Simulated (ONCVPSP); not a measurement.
## Building the ONCV potential for phosphorus (P) (PBEsol, scalar-relativistic).

* Element: phosphorus (P)
* Generator: ONCVPSP 4.0.1
* Type: optimised norm-conserving Vanderbilt (ONCV)
* Functional: PBEsol
* Relativity: scalar-relativistic
* Frozen core: [He]
* Valence charge: 13
* Reference configuration: 2s2 2p6 3s2 (charge +3)
* Partial waves: 2s+3s: rc 0.70 bohr, ncon 5, nbas 10, qcut 12.9 1/bohr, 3 projectors, debl 3.4 Ha; 2p: rc 0.40 bohr, ncon 3, nbas 7, qcut 16.7 1/bohr, 2 projectors, debl 0.6 Ha
* Local potential: polynomial inside 0.30 bohr (lpopt 5, dvloc0 10 Ha)
* Core correction: none

In the p channel the program set the typed energies aside and used -5.984, 0.250 Ha.

- Ghost test: no bound ghost flagged; GHOST(+) flags only above 600 eV
- Largest excitation error: +15 meV (all-electron minus pseudo) for 2s2 2p6 3s1 3p3, out of 4 test configurations
